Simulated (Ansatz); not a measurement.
Pulling the pair apart

The pair of K⁺ (SMILES [K+], atom 1) and NH₃ (SMILES N, atoms 2–5), both closed shells, in one local arrangement (a lower one may exist), relaxed at PBE0-D4/def2-TZVP:

```xyz
5
angstrom
K -0.0049 0.0163 -2.4738
N 0.0007 -0.0021 0.3130
H 0.9320 0.0350 0.7188
H -0.4983 0.7813 0.7264
H -0.4295 -0.8305 0.7156
```

NH₃ is shifted rigidly along the line between the mean atom positions of the two fragments (negative: closer). Counterpoise interaction energies in kJ/mol. Program: Ansatz 0.2.0. Basis: def2-TZVPPD. Cores are frozen in the correlated methods. The outer core shell of Li, Na, Mg and K is correlated. The def2 sets are not built for correlating such inner shells, so the correlated values are less sure here.

```csv
shift (Å),wB97M-V,PBE0-D4,MP2
-0.28,-70.8,-72.6,-65.4
-0.14,-79.6,-80.9,-75.2
0.00,-82.0,-83.1,-78.4
0.14,-80.6,-81.7,-77.7
0.33,-75.4,-77.4,-73.1
0.70,-62.5,-66.9,-61.0
1.39,-41.4,-44.5,-40.7
2.79,-20.6,-21.2,-20.4
```

Task: What does CCSD(T) give at these shifts? (To be estimated.)

Result: Computed: -64.3, -74.3, -77.6, -77.0, -72.4, -60.4, -40.2, -20.1 kJ/mol. For zero shift, CCSD(T) at an estimated basis limit (MP2 extrapolated from triple and quadruple zeta, plus CCSD(T) − MP2 in triple zeta) gives -82.0 kJ/mol. These are counterpoise interaction energies, counted from the two frozen fragments.

No T1 diagnostic of these runs exceeds 0.006.

For scale, one of the runs: CCSD(T)/def2-TZVPPD, 124 basis functions, launched by `ansatz run in.yaml --threads 2 --pin off --events-out ev --progress --plain --max-ram 5222MiB`. The run took about 2.7 s on 2 CPU threads of an Arm Neoverse V2 (shared host).
